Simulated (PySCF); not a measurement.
A survey of $^{29}$Si NMR shifts

- NMR shieldings at PBE0/pcSseg-1/GIAO
- geometry: GFN2-xTB
- code: PySCF 2.14
- averaged over atoms made equivalent by symmetry, fast rotation or ring inversion, no relativistic terms, one computed conformer, isolated molecule

Shieldings were converted by a linear fit to measured shifts: $^{29}$Si: δ = 279.94 − 0.822σ (rms 8.9 ppm, 72 shifts, 25.8 ppm with the 6 outliers that the fit left out vs TMS, solution or neat liquid). A few per cent of atoms miss by over 2 rms, more outside the fitted compound classes.

Task: Give the $^{29}$Si shifts of `CCN[SiH2][C@H](C)C(C)=O`, `CC#CC[SiH2]OC`, `C/C=C(\C)[SiH2]N`, `C=C/C=C\[SiH2]OC`, `C/C=C/[Si@H](COC)NC`, `C=C(Cl)c1cncn1[SiH3]`, `C[C@@]12C[C@@H]1[C@H]2O[SiH3]`.

Result: 
| compound | environment | δ (ppm) |
| --- | --- | --- |
| CCN[SiH2][C@H](C)C(C)=O | silicon bonded to C, N, 2 H | -26.4 |
| CC#CC[SiH2]OC | silicon bonded to C, O, 2 H | -23.2 |
| C/C=C(\C)[SiH2]N | silicon bonded to C, N, 2 H | -32.9 |
| C=C/C=C\[SiH2]OC | silicon bonded to C, O, 2 H | -32.3 |
| C/C=C/[Si@H](COC)NC | silicon bonded to 2 C, N, H | -26.1 |
| C=C(Cl)c1cncn1[SiH3] | silicon bonded to N, 3 H | -53.6 |
| C[C@@]12C[C@@H]1[C@H]2O[SiH3] | silicon bonded to O, 3 H | -44.1 |

Task: Order these by $^{29}$Si shift, lowest first.
A. N#CCC[Si@@H](Cl)CC#N
B. [SiH3]Cc1ccsc1
C. C=Cc1nccn1[SiH2]Cl
D. N[SiH2]COC1CCCC1

Result: B (-60.5 ppm, silicon bonded to C, 3 H), D (-38.3 ppm, silicon bonded to C, N, 2 H), C (-24.3 ppm, silicon bonded to Cl, N, 2 H), A (-1.9 ppm, silicon bonded to 2 C, Cl, H).
